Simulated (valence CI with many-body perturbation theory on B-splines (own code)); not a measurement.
# E1 line list for Os V

Level of theory: valence CI with perturbative core correlation (CI+MBPT): four valence electrons over a frozen Dirac-Fock core [Xe] 4f14, a basis of 7 s, 7 p, 8 d, 6 f, 4 g, 1 h functions for each j, with the one-electron correlation potential Σ1 (screened to all orders), the two-electron term Σ2, the three-electron term Σ3, Breit, model QED; selected single and double excitations, second order for the rest, scaled by the run's own slope (own B-spline code, finite nucleus).

Against 56 measured levels this calculation errs by 798 cm⁻¹ on average and by 2333 at most. These come from a selection out of Palmeri et al., Atoms 14, 22 (2026). Levels without a partner in it may be off by more, other configurations by 1,000 to 8,000 cm⁻¹. Among the levels kept, up to 310 cm⁻¹ of a level comes from second order outside the variational space, and about a tenth of that is noise between levels of different J, which matters for small intervals.

Lines 51 to 100 of 586 in falling wavelength, among levels below 232710 cm⁻¹, chosen from the strongest by gf and those to the six lowest levels. Wavelengths and rates use the calculated energies, so an error of 800 cm⁻¹ moves a line at 1479 Å by 1.2 % and its rate by three times that or more. Electric multipoles are in the length gauge, E1 and E2 with the static RPA response of the core. Weak lines are less certain than strong ones. Lines between different terms over intervals too small for the method are left out, as are lines whose strength nearly cancels. Where a level lies close to another of its J and parity, the split of strength between their lines is uncertain. The highest levels of a list are the least certain.

Names give the largest LS component (configuration and term), which can be under half, so a name can repeat, a term be missing and a line seem to break the LS rules; names also repeat where a configuration has a term twice. Letters in brackets count levels of one name in rising energy.

| λ vac (Å) | Upper | Lower | A (s⁻¹) | S (a.u.) with core polarisation | S without |
| --- | --- | --- | --- | --- | --- |
| 1479 | 5d³6p ³H°_4 [b] | 5d³6s ³F_3 [a] | 1.71e+08 | 2.46e+00 | 2.95e+00 |
| 1479 | 5d³6p ³H°_4 [b] | 5d³6s ³G_4 | 1.03e+08 | 1.48e+00 | 1.79e+00 |
| 1476 | 5d³6p ⁵F°_3 [b] | 5d³6s ⁵P_3 | 1.42e+08 | 1.58e+00 | 1.93e+00 |
| 1475 | 5d³6p ³H°_5 [a] | 5d³6s ³H_6 | 2.74e+08 | 4.77e+00 | 5.81e+00 |
| 1474 | 5d³6p ³D°_1 [a] | 5d³6s ⁵F_2 | 3.86e+08 | 1.83e+00 | 2.23e+00 |
| 1473 | 5d³6p ⁵G°_4 | 5d³6s ⁵F_4 | 3.47e+08 | 4.92e+00 | 6.00e+00 |
| 1471 | 5d³6p ³G°_3 [b] | 5d³6s ³G_4 | 1.55e+08 | 1.71e+00 | 2.07e+00 |
| 1463 | 5d³6p ³H°_4 [a] | 5d³6s ³G_3 | 2.09e+08 | 2.91e+00 | 3.51e+00 |
| 1463 | 5d³6p ³D°_2 [a] | 5d³6s ⁵F_3 | 4.18e+08 | 3.23e+00 | 3.93e+00 |
| 1461 | 5d³6p ³F°_3 [b] | 5d³6s ³D_3 [a] | 1.89e+08 | 2.03e+00 | 2.46e+00 |
| 1456 | 5d³6p ³D°_3 [c] | 5d³6s ¹G_4 | 9.54e+07 | 1.02e+00 | 1.23e+00 |
| 1454 | 5d³6p ⁵P°_2 | 5d³6s ⁵P_3 | 5.48e+08 | 4.15e+00 | 5.07e+00 |
| 1453 | 5d³6p ³G°_4 [b] | 5d³6s ³H_5 [b] | 2.14e+08 | 2.92e+00 | 3.56e+00 |
| 1452 | 5d³6p ¹H°_5 [a] | 5d³6s ¹G_4 | 2.03e+08 | 3.37e+00 | 4.01e+00 |
| 1446 | 5d³6p ³D°_2 [h] | 5d³6s ³D_3 [b] | 2.17e+08 | 1.62e+00 | 1.97e+00 |
| 1446 | 5d³6p ¹G°_4 [a] | 5d³6s ¹G_4 | 1.02e+08 | 1.37e+00 | 1.64e+00 |
| 1444 | 5d³6p ³H°_4 [b] | 5d³6s ³H_5 [a] | 1.97e+08 | 2.64e+00 | 3.21e+00 |
| 1442 | 5d³6p ⁵G°_5 [a] | 5d³6s ³H_4 | 1.76e+08 | 2.86e+00 | 3.47e+00 |
| 1441 | 5d³6p ⁵F°_3 [c] | 5d³6s ⁵P_3 | 1.62e+08 | 1.67e+00 | 2.05e+00 |
| 1439 | 5d³6p ³G°_5 [c] | 5d³6s ³H_5 [b] | 1.34e+08 | 2.17e+00 | 2.63e+00 |
| 1436 | 5d³6p ³G°_3 [c] | 5d³6s ³F_2 [c] | 9.82e+07 | 1.01e+00 | 1.22e+00 |
| 1433 | 5d³6p ¹H°_5 [a] | 5d³6s ³F_4 [b] | 1.92e+08 | 3.06e+00 | 3.67e+00 |
| 1431 | 5d³6p ³D°_2 [h] | 5d³6s ³D_2 [b] | 2.68e+08 | 1.94e+00 | 2.35e+00 |
| 1430 | 5d³6p ³F°_3 [c] | 5d³6s ³D_3 [a] | 1.35e+08 | 1.36e+00 | 1.66e+00 |
| 1430 | 5d³6p ³D°_1 [c] | 5d³6s ³D_2 [a] | 2.86e+08 | 1.24e+00 | 1.50e+00 |
| 1429 | 5d³6p ³G°_3 [a] | 5d³6s ³F_2 [a] | 1.32e+08 | 1.33e+00 | 1.56e+00 |
| 1418 | 5d³6p ⁵F°_3 [a] | 5d³6s ⁵F_4 | 5.80e+08 | 5.71e+00 | 6.96e+00 |
| 1405 | 5d³6p ⁵D°_4 [a] | 5d³6s ⁵F_5 | 6.35e+08 | 7.82e+00 | 9.53e+00 |
| 1404 | 5d³6p ³G°_5 [a] | 5d³6s ⁵F_4 | 1.24e+08 | 1.86e+00 | 2.26e+00 |
| 1404 | 5d³6p ⁵G°_3 | 5d³6s ⁵F_2 | 3.21e+08 | 3.06e+00 | 3.73e+00 |
| 1401 | 5d³6p ³F°_2 [e] | 5d³6s ³P_1 [b] | 1.95e+08 | 1.32e+00 | 1.58e+00 |
| 1399 | 5d³6p ⁵P°_1 | 5d³6s ⁵P_1 | 2.24e+08 | 9.06e-01 | 1.10e+00 |
| 1397 | 5d³6p ¹G°_4 [a] | 5d³6s ¹H_5 | 1.06e+08 | 1.28e+00 | 1.55e+00 |
| 1393 | 5d³6p ³F°_4 [a] | 5d³6s ³F_4 [a] | 1.03e+08 | 1.23e+00 | 1.46e+00 |
| 1390 | 5d³6p ¹F°_3 [c] | 5d³6s ³D_3 [b] | 3.92e+08 | 3.64e+00 | 4.40e+00 |
| 1388 | 5d³6p ³D°_2 [d] | 5d³6s ³F_2 [c] | 1.72e+08 | 1.14e+00 | 1.37e+00 |
| 1388 | 5d³6p ⁵F°_3 [c] | 5d³6s ³G_3 | 1.94e+08 | 1.79e+00 | 2.16e+00 |
| 1386 | 5d³6p ⁵G°_4 | 5d³6s ⁵F_3 | 2.73e+08 | 3.22e+00 | 3.92e+00 |
| 1381 | 5d³6p ³G°_5 [c] | 5d³6s ³H_6 | 6.60e+07 | 9.43e-01 | 1.14e+00 |
| 1378 | 5d³6p ³G°_3 [d] | 5d³6s ³F_3 [b] | 1.15e+08 | 1.04e+00 | 1.26e+00 |
| 1377 | 5d³6p ¹F°_3 [c] | 5d³6s ³D_2 [b] | 1.26e+08 | 1.13e+00 | 1.37e+00 |
| 1372 | 5d³6p ¹D°_2 [a] | 5d³6s ¹F_3 | 1.40e+08 | 8.92e-01 | 1.08e+00 |
| 1372 | 5d³6p ³G°_4 [a] | 5d³6s ³F_3 [a] | 2.67e+08 | 3.07e+00 | 3.64e+00 |
| 1370 | 5d³6p ³D°_3 [b] | 5d³6s ³P_2 | 1.35e+08 | 1.20e+00 | 1.44e+00 |
| 1364 | 5d³6p ³G°_3 [a] | 5d³6s ⁵P_2 | 1.97e+08 | 1.72e+00 | 2.04e+00 |
| 1362 | 5d³6p ¹D°_2 [c] | 5d³6s ³D_3 [b] | 2.39e+08 | 1.49e+00 | 1.80e+00 |
| 1356 | 5d³6p ³H°_5 [a] | 5d³6s ³G_4 | 6.74e+07 | 9.14e-01 | 1.10e+00 |
| 1353 | 5d³6p ³F°_2 [c] | 5d³6s ³D_1 [a] | 1.42e+08 | 8.67e-01 | 1.04e+00 |
| 1353 | 5d³6p ³D°_3 [d] | 5d³6s ³F_2 [c] | 1.90e+08 | 1.62e+00 | 1.92e+00 |
| 1340 | 5d³6p ¹D°_2 [c] | 5d³6s ³D_1 [b] | 2.73e+08 | 1.62e+00 | 1.96e+00 |
